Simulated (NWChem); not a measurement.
**Which level was it?**

The species is SbH3 (4 atoms), meant as a singlet with charge 0. As SMILES, `[SbH3]`. The coordinates come from a PBE0-D4/def2-TZVP relaxation.

```xyz
4

Sb    0.4563   -0.3098   -0.4645
H     0.8439    0.0722    1.1539
H    -1.0391   -0.9844    0.0089
H    -0.2610    1.2219   -0.6983
```

A calculation with NWChem 7.3.0 gave:

| Item | Value |
| --- | --- |
| total energy | -240.9694 Eh |
| dipole moment | 0.26 D |
| HOMO energy | -9.74 eV |
| LUMO energy | 2.17 eV |
| HOMO–LUMO gap | 11.91 eV |
| largest force | 0.437 eV/Å |

Which of these levels gave the numbers?
A. M06-2X/def2-SVPD (core potential)
B. HF/def2-SVPD (core potential)
C. PBE0/STO-3G
D. BLYP/3-21G

B. The others give -241.9207 Eh (M06-2X/def2-SVPD (core potential)), -6254.9229 Eh (PBE0/STO-3G), -6290.0166 Eh (BLYP/3-21G).
